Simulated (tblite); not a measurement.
Problem. What does the GFN2-xTB structure of `C[CH][Si@H](O)NC` [radical] look like in three dimensions? (Doublet state.)

Solution. 
```xyz
16
C3H10NOSi angstrom
C     -1.726   -1.835   -0.574
C     -0.993   -0.554   -0.493
Si     0.763   -0.426    0.092
O      1.104   -1.492    1.281
N      0.975    1.167    0.724
C      0.805    2.363   -0.063
H     -1.169   -2.638   -0.098
H     -1.910   -2.112   -1.617
H     -2.709   -1.752   -0.103
H     -1.506    0.289   -0.933
H      1.752   -0.872   -0.900
H      0.629   -1.445    2.106
H      1.732    1.275    1.384
H     -0.042    2.226   -0.730
H      1.684    2.596   -0.676
H      0.603    3.217    0.587
```

Any rigid rotation of these coordinates is as good. Atoms count from 1 in this order. Si3 (silicon bonded to C, N, O and H) is distorted tetrahedral (angles from 98.8° to 116.3°). O4 (oxygen bonded to Si and H) is bent (angle 119.6°). C2 (carbon bonded to C, Si and H) is planar (angles 123.1°, 121.6° and 114.7°, sum 359.5°, 0.06 Å off the plane of its three neighbours). N5 (nitrogen bonded to C, Si and H) has angles 123.4°, 115.4° and 110.9°, sum 349.8°, 0.25 Å off the plane of its three neighbours.

Bonds between heavy atoms (Å): C1–C2 1.478, C2–Si3 1.855, Si3–O4 1.633, Si3–N5 1.727, N5–C6 1.442.

The geometry is computed with GFN2-xTB (gas phase). This method treats the open shell by occupation alone, without spin polarisation.

Point group: C1 (no symmetry element, even within 0.4 Å). Its GFN2-xTB frequencies are all real (lowest 54 cm⁻¹). Torsions: C1–C2–Si3–O4 -35°, C2–Si3–O4–H -61°, C2–Si3–N5–C6 -61°. 3 starts were optimised and ended at 0.00, 0.02 and 1.58 kcal/mol (GFN2-xTB); the lowest of these is shown.

One conformer stands for the species.
